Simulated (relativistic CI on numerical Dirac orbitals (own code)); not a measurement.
## Ni³⁺ in a cubic cluster: 3p photoemission with charge transfer

Computed with a charge-transfer multiplet model of a cubic metal-ligand cluster with up to 3 ligand holes, Slater and spin-orbit integrals from Dirac-Coulomb-Breit ions, Slater integrals scaled by 0.8. The parameters are those of a tetrahedral site (10Dq negative, t2 hopping the larger). The ground state mixes d7 with configurations of k ligand holes L, whose averages lie at kΔ + k(k − 1)U_dd/2; a core hole lowers each added d electron by U_cd. 300 K, Lorentzian 0.9 eV and Gaussian 0.8 eV FWHM.

Atomic integrals in eV (Slater integrals scaled, ζ unscaled), ground: F2dd 10.578, F4dd 6.603, zeta_d 0.089; with the core hole: F2dd 11.372, F4dd 7.136, zeta_d 0.097, zeta_core 1.496, F2cd 11.943, G1cd 14.680, G3cd 9.010.

Cluster parameters (eV): U_dd = 7, U_cd = 7.8, 10Dq = -0.25, 10Dq(ligand) = 0, V(eg) = 1.25, V(t2g) = -2.12, final-state hopping factor = 1.

```tsv
Case	n_d	d7	d8L	d9L2	d10L3	S
Δ = -0.1 eV	7.56	0.49	0.46	0.05	0.00	1.50
Δ = 0.9 eV	7.46	0.57	0.39	0.03	0.00	1.50
Δ = 1.9 eV	7.38	0.65	0.33	0.02	0.00	1.50
Δ = 2.9 eV	7.30	0.71	0.27	0.02	0.00	1.50
Δ = 3.9 eV	7.25	0.76	0.23	0.01	0.00	1.50
```

Weights, n_d and S are thermal averages at 300 K. Binding energies count from the first peak over 30 % of the highest in each spectrum, which can be another peak from case to case. The parameters are a model scan and need not match a compound or its usual spin state. Peaks in eV (height, largest 100):
- Δ = -0.1 eV: 0.0 (100), 7.0 (65), 10.1 (29), 13.2 (26), 15.4 (24), 17.8 (19), 23.2 (19), 30.4 (12)
- Δ = 0.9 eV: 0.0 (100), 6.8 (64), 10.1 (29), 11.8 (30), 15.5 (23), 18.6 (23), 21.1 (10), 23.8 (16), 29.4 (15)
- Δ = 1.9 eV: 0.0 (100), 6.4 (66), 11.7 (31), 14.0 (23), 17.2 (23), 20.4 (16), 22.4 (10), 24.6 (16), 28.7 (16)
- Δ = 2.9 eV: 0.0 (100), 6.2 (69), 9.2 (37), 11.5 (29), 14.3 (26), 17.9 (30), 21.2 (17), 24.3 (14), 25.8 (13), 28.3 (13)
- Δ = 3.9 eV: 0.0 (100), 5.4 (70), 9.8 (38), 11.7 (22), 14.4 (28), 18.4 (31), 22.8 (20), 25.5 (15), 26.9 (13)

For the case Δ = 0.9 eV, Δ = 0.9 eV is smaller than U_dd = 7 eV, the charge-transfer side of the Zaanen-Sawatzky-Allen scheme. With the core hole the configuration with one ligand hole lies at Δ − U_cd = -7.9, -6.9, -5.9, -4.9, -3.9 eV from the one without, in the order of the table; where this is negative the screened configuration lies lower, though the effective hopping of about 3.4 eV (from the holes of the mixed ground state) mixes the two strongly wherever it is as large as the gap.
